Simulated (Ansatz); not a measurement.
Abridged output of a molecular run in Ansatz:

```
Functional definition: HF
990 factors; integrals over basis functions are off by at most 4.3e-4 eV
mean field evaluation 1: about -11704.0271 eV, gradient 1.2e1 eV
mean field evaluation 2: about -11704.0377 eV, gradient 1.2e1 eV
mean field evaluation 4: about -11704.8339 eV, gradient 1.1e0 eV
mean field evaluation 8: about -11704.8377 eV, gradient 5.3e-4 eV
mean field -11704.83774233 eV, -430.1448532068 hartree, gradient 4.7e-6 eV, S^2 0.000000; 0 other end points of the search recorded, 0 dependent functions left out
8 core orbitals not correlated: weight in the atoms' cores, before any rotation towards them, 1.000 or more for the frozen orbitals, at most 0.000 for the correlated occupied ones
reference -11704.83774233 eV, -430.1448532068 hartree; 17, 17 occupied and 57, 57 virtual orbitals, 990 factors
second order -6.60335644 eV of doubles, -0.00000000 eV of singles
cycle   1  -7.49066699 eV  change   -8.9e-1 eV  update   8.2e-2
cycle   2  -7.87736992 eV  change   -3.9e-1 eV  update   2.9e-2
cycle   3  -7.90360212 eV  change   -2.6e-2 eV  update   7.5e-3
cycle   4  -7.90112969 eV  change    2.5e-3 eV  update   2.2e-3
cycle   5  -7.90054012 eV  change    5.9e-4 eV  update   5.5e-4
cycle   6  -7.90038192 eV  change    1.6e-4 eV  update   1.6e-4
cycle   7  -7.90036369 eV  change    1.8e-5 eV  update   4.1e-5
perturbative correction -0.20383182 eV, -0.0074906812 hartree
Total energy: -11712.94193784 eV, -430.4426768984 hartree
```

Its atoms:

Cartesian coordinates in Å:
```
Sn -0.003 0.168 -1.373
Sn 0.003 -0.168 1.373
H 0.501 -1.264 -2.156
H -1.571 0.558 -1.927
H 1.055 1.428 -1.827
H -0.518 1.258 2.154
H 1.574 -0.540 1.930
H -1.042 -1.440 1.826
```

Q: Which basis set was used?
A. def2-TZVPPD
B. def2-SVPD
C. def2-SVP
D. cc-pV(T+d)Z

A: C. It gives 82 functions.

Q: Write the keys of the input that set method, charge and spin (a neutral closed shell needs none for the last two).

A: 
```yaml
correlation: {method: ccsd_t}
```
